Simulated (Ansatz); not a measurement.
C2H4BBr, SMILES `BrB1CC1` at its PBE0-D4/def2-TZVP geometry, where that method's forces vanish. The species carries charge 0 and has multiplicity 1.

```xyz
8

Br    1.7477    1.8887    1.0586
B     0.5714    0.6175    0.3459
C    -0.0030   -0.0825   -0.8665
C    -0.4838   -0.4435    0.5716
H    -0.7111    0.4305   -1.5112
H     0.5812   -0.8302   -1.3957
H    -1.4974   -0.1600    0.8408
H    -0.2049   -1.4205    0.9565
```

(1) What forces (eV/Å) does r2SCAN-D4/def2-TZVPP give on these atoms in Ansatz 0.2.0? (Best estimate.)

## Answers

(1) The calculation gave: 
```
Br1  0.061  0.066  0.037
B2  -0.068 -0.074 -0.041
C3   0.072  0.058 -0.175
C4  -0.049 -0.033  0.189
H5   0.007 -0.016  0.000
H6  -0.016  0.007 -0.002
H7   0.008 -0.015 -0.003
H8  -0.015  0.007 -0.005
```
